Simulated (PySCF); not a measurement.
**Electron correlation in In²⁶⁺ (indium, charge +26)**

Starting occupation: [Ar] 3d5, 3d3/2 with m_j = -3/2, -1/2, +1/2, +3/2, 3d5/2 with m_j = +5/2. All numbers are calculated (PySCF 2.14, X2C-1e with screened-nucleus spin-orbit coupling, Gaussian nucleus, in an uncontracted even-tempered set (16 s from 3.7 bohr⁻², ratio 2.8; 12 p from 4.8 bohr⁻², ratio 2.8; 8 d from 4.8 bohr⁻², ratio 2.8; 3 f from 18 bohr⁻², ratio 3)). Frozen: [Ne]; 13 electrons correlated; the 74 highest virtual spinors left out.

MP2 pair energies summed by pair of shells (mhartree):

| pair | energy | share (%) |
| --- | --- | --- |
| 3d-3p | -185.90 | 43.5 |
| 3p-3p | -106.31 | 24.9 |
| 3d-3d | -69.71 | 16.3 |
| 3p-3s | -35.95 | 8.4 |
| 3d-3s | -24.19 | 5.7 |
| 3s-3s | -5.25 | 1.2 |

Total MP2 correlation energy: -427.31 mhartree.

The GHF reference relaxed away from the jj start to a determinant that is no pure jj level (⟨S²⟩ = 7.79, ⟨J²⟩ = 8.75); the energies belong to that determinant.

At this charge the one-electron X2C treatment keeps the bare 1/r₁₂, with no two-electron picture change or Breit term. The effect here is smaller than on the frozen 1s shell.
